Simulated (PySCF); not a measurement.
Computed IR spectrum (relative IR intensity) of a molecule C4H5FO. Coordinates come from a PBE-D3(BJ)/def2-SVP optimisation. The values are those of a single conformer. The numbers are results of PBE-D3(BJ)/def2-SVP run with PySCF 2.14.0, not measurements. No scaling factor is applied to the harmonic values.

Lines under 2 % of the strongest are left out, and lines within 2 cm⁻¹ are merged.

ν (cm⁻¹): 214 (m), 428 (w), 490 (vw), 673 (w), 729 (m), 897 (w), 917 (s), 952 (vw), 1079 (s), 1156 (w), 1244 (s), 1312 (s), 1376 (vs), 1384 (w), 1401 (vw), 1415 (w), 1784 (s), 2966 (m), 2990 (m), 3039 (w), 3057 (m), 3091 (w) (against the strongest line: vs over 80 %, s over 45 %, m over 15 %, w over 4 %, vw less)

Task: Identify the compound among the candidates.
A) CC1=C(F)CO1
B) C=C=C(F)OC
C) COC=C=CF
D) C[C@H]1C=C(F)O1

Result: A, CC1=C(F)CO1
